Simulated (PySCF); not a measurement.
C11H16O3S: Computed beside measured shifts

System: C11H16O3S (measured compound), SMILES CCCCOS(=O)(=O)c1ccc(C)cc1.

Atom-mapped SMILES (hydrogens are numbered by the atom that bears them): [CH3:1][CH2:2][CH2:3][CH2:4][O:5][S:6](=[O:7])(=[O:8])[c:9]1[cH:10][cH:11][c:12]([CH3:13])[cH:14][cH:15]1

Computed with GIAO PBE0/pcSseg-1, IEF-PCM chloroform, PySCF SCF with an in-house response code, fitting set def2-universal-JFIT up to Ne and JKFIT beyond, grid level 2, non-relativistic, on the PBE0-D3(BJ)/def2-SVP geometry.

One optimised conformer. Values are averaged over the atoms that symmetry or fast rotation interchanges, on this one geometry and without vibrational averaging. Shifts are the reference shielding less the shielding here, at the same level (13C, 1H against isolated TMS; 17O against isolated H2O; 33S against isolated CS2); nuclei without a reference have shieldings only.

Problem. What shifts does this level give for H on 4, H on 3, H on 2, H on 1, and how do they compare with measurement?

Solution. 
```csv
atom,nucleus,computed / ppm,measured / ppm,computed less measured,measured against,medium of the measurement
H on 4,1H,4.26,4.03,0.23,TMS,not stated per compound (mostly CDCl3 or CCl4)
H on 3,1H,1.55,1.62,-0.07,TMS,not stated per compound (mostly CDCl3 or CCl4)
H on 2,1H,1.31,1.36,-0.05,TMS,not stated per compound (mostly CDCl3 or CCl4)
H on 1,1H,1.11,0.88,0.23,TMS,not stated per compound (mostly CDCl3 or CCl4)
```

Measured values: Pretsch, Buehlmann, Badertscher, Structure Determination of Organic Compounds, 4th ed..
